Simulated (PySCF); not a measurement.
## Potential energy of ZnSi along the bond

Set-up: Zn def2-SVPD, Si def2-SVPD; no relativity (PySCF 2.14). Energies in eV from Zn + Si in their ground configurations at the same level. State: ³Σ⁻ (triplet), unpaired electrons π ↑↑.

All columns are LC-ωPBE. A positive dipole means Zn(−)Si(+).

```
R (Å)  E (eV)  μ (D)  Mulliken charge on Zn (basis-dependent)  HOMO (eV)  LUMO (eV)  Mayer bond order  ⟨S²⟩
2.046  -0.565  -3.09                                     0.15      -7.99      -0.82              1.36  2.02
2.141  -0.824  -3.01                                     0.18      -7.91      -0.82              1.25  2.07
2.236  -0.958  -2.96                                     0.22      -7.83      -0.84              1.15  2.10
2.308  -1.001  -2.94                                     0.23      -7.79      -0.87              1.08  2.12
2.379  -1.009  -2.92                                     0.25      -7.75      -0.91              1.02  2.13
2.450  -0.990  -2.91                                     0.26      -7.71      -0.95              0.95  2.13
2.546  -0.939  -2.87                                     0.26      -7.68      -1.00              0.87  2.12
2.664  -0.851  -2.79                                     0.26      -7.66      -1.06              0.78  2.10
2.807  -0.732  -2.62                                     0.24      -7.67      -1.11              0.67  2.07
2.998  -0.579  -2.30                                     0.20      -7.72      -1.14              0.53  2.04
```

A fit through these points gives, at Re = 2.361 Å, μ = -2.93 D and dμ/dR = 0.179 D/Å; the reduced mass is 19.46 u.

Task: How strong is the fundamental in the double-harmonic approximation, I = 42.26·(dμ/dR)²/μred km/mol?

Result: I = 42.26·(0.179)²/19.46 = 0.0696 km/mol at LC-ωPBE.

The state was picked by a PBE0 search and need not be the measured ground state.
